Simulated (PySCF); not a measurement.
# Bond lengths and vibrations by method: GeHO3 anion

All numbers below are calculated, not measured. The program is PySCF 2.14.0, an open-source quantum chemistry code, run on an isolated molecule that a program drew, which may never have been made. The molecule is GeHO3 anion (charge -1, singlet), drawn as the SMILES string `[O]=[Ge]([O-])[OH]`.

The geometry was optimised and harmonic frequencies were computed with HF and MP2, all in the aug-cc-pVDZ basis, for the commonest isotopes, with a restricted reference for singlets and an unrestricted one otherwise, and a frozen core in MP2. Germanium has the aug-cc-pVDZ-PP basis, with a core potential (ECP10MDF) in place of its 10 inner electrons, and its 3s, 3p and 3d shells are frozen in MP2. Each result is a local minimum of its method.

Geometry at the HF minimum:
```xyz
5
GeHO3 anion, angstrom
O     1.0771   -0.0103    0.6047
Ge    0.6849   -1.5414    0.1424
O     0.9851   -3.0855    0.6533
O    -0.3594   -1.5907   -1.3210
H    -0.5319   -2.4994   -1.5109
```

Lengths of the bonds as drawn, in Å (atoms numbered as above):
| bond | HF | MP2 |
|---|---|---|
| O1-Ge2 | 1.647 | 1.699 |
| Ge2-O3 | 1.654 | 1.709 |
| Ge2-O4 | 1.798 | 1.860 |
| O4-H5 | 0.944 | 0.972 |

Rotational constants, in GHz:
| constant | HF | MP2 |
|---|---|---|
| A | 7.751 | 7.31 |
| B | 6.506 | 6.084 |
| C | 3.537 | 3.32 |

Harmonic frequencies in cm^-1, each column in rising order, so a row needn't be the same motion in every method:
```
rank,HF,MP2
1,276,237
2,294,245
3,318,273
4,501,454
5,682,?
6,907,817
7,992,912
8,1030,960
9,4167,3776
```

**Estimate the missing MP2 frequency from the HF column.**

A single factor s that minimises the squared misfit of MP2 against s times HF over the other rows is sum(HF x MP2) / sum(HF^2) = 0.9072, with an rms misfit of 15 cm^-1. For rank 5 it gives 0.9072 x 682 = 619 cm^-1. The calculation gives 602 cm^-1, 17 cm^-1 below the estimate. The drawn bonds are on average 3.2 % longer in MP2 than in HF.
